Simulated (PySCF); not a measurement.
**Two-component Hartree-Fock for Ag⁴⁺ (silver, charge +4)**

Start: [Kr] 4d7; 4d3/2 filled at m_j = -3/2, -1/2, +1/2, +3/2; 4d5/2 filled at m_j = +1/2, +3/2, +5/2. Calculated with PySCF 2.14 in x2c-QZVPPall-2c: generalised Hartree-Fock with the X2C-1e Hamiltonian and a Gaussian nucleus; one run each with spin-orbit coupling (SO) switched off, then screened by Boettger's factors.

| spinor shell | electrons | ε, spin-free (eV) | ε, screened SO (eV) | weight of nominal j (screened SO) | rms radius, screened SO (bohr) |
| --- | --- | --- | --- | --- | --- |
| 1s1/2 | 2 | -25704.5 | -25702.7 | 1.000 | 0.0357 |
| 2s1/2 | 2 | -3921.1 | -3920.5 | 1.000 | 0.146 |
| 2p1/2 | 2 | -3516.1 | -3637.7 | 1.000 | 0.127 |
| 2p3/2 | 4 | -3516.1 | -3459.9 | 1.000 | 0.131 |
| 3s1/2 | 2 | -803.60 | -803.37 | 1.000 | 0.392 |
| 3p1/2 | 2 | -667.19 | -689.37 | 1.000 | 0.387 |
| 3p3/2 | 4 | -667.19 | -656.79 | 1.000 | 0.397 |
| 3d3/2 | 4 | -452.65 | -456.77 | 0.992 | 0.374 |
| 4s1/2 | 2 | -172.46 | -172.38 | 1.000 | 0.963 |
| 4p1/2 | 2 | -129.55 | -135.91 | 0.861 | 1.03 |
| 4p3/2 | 4 | -129.55 | -126.43 | 0.930 | 1.05 |
| 4d5/2 | 3 | -68.986 | -69.806 | 0.734 | 1.29 |
| 4d3/2 | 4 | -68.986 | -68.402 | 0.704 | 1.29 |

Where does 3d5/2 lie, and what is the 3d spin-orbit splitting (screened SO)?

At -449.63 eV, 7.142 eV above 3d3/2.

```csv
quantity,spin-free,screened SO
E (hartree),-5308.43799,-5309.44314
M_J,9/2,9/2
⟨J²⟩,24.758,24.760
⟨L²⟩,12.007,12.284
⟨S²⟩,3.751,3.666
```

Each row is a mean over spinors that exchange with the open shell spreads, by up to 10.553 eV (4p3/2).

Rows whose weight is well below 1 are mixtures of j = l ± 1/2: exchange outweighs spin-orbit coupling there, and the label is only the starting occupation.

Breit and QED terms are absent; they matter most for the inner s and p1/2 levels.

Densities and radii are taken from the X2C orbitals without a picture-change correction, which distorts them close to the nucleus.

Without spin-orbit coupling the j labels of p, d and f shells carry no meaning; the spin-free column gives the mean over the occupied spinors of each nl shell.
